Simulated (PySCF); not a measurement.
A GIAO shielding run with PySCF (density fitting, non-relativistic, gas phase) on `CC[P+]1(NC)C=CC=C1`, [C₇H₁₃NP]+:

```
$ OMP_NUM_THREADS=1 python probes_run.py task.json out

{"job": {"kind": "nmr", "xc": "PBE0", "basis": "pcSseg-1"}, "charge": 1, "multiplicity": 1}
C      2.456792     1.072310     0.357516
C      1.926261    -0.318446     0.028881
P      0.110915    -0.325258    -0.077171
N     -0.329679    -1.823660    -0.597709
C     -1.741775    -2.152265    -0.795934
C     -0.696652     0.369433     1.389630
C     -1.360335     1.471266     1.017510
C     -1.282188     1.799006    -0.406901
C     -0.574569     0.942203    -1.155168
H      3.542271     1.046420     0.414331
H      2.076416     1.422417     1.314835
H      2.175632     1.790233    -0.409827
H      2.218757    -1.039782     0.797799
H      2.297452    -0.670287    -0.938576
H      0.207987    -2.594658    -0.214301
H     -2.252263    -2.412288     0.132885
H     -1.805825    -2.995842    -1.481216
H     -2.242947    -1.296559    -1.246350
H     -0.631174    -0.034843     2.384113
H     -1.926055     2.095156     1.690192
H     -1.784934     2.670555    -0.793309
H     -0.394501     1.004274    -2.213649
```

Hardware: 1 thread of an Arm Neoverse V2, shared host. The job also computes population analyses, field gradients, ring-centre shieldings.

(1) How large is the calculation?

(2) How long does it take?

Results:

(1) 76 electrons, 225 basis functions and 1180 auxiliary functions.

(2) 42 s of wall time, with 14 SCF cycles and 5 response iterations. Times on a shared host scatter by some tens of per cent.
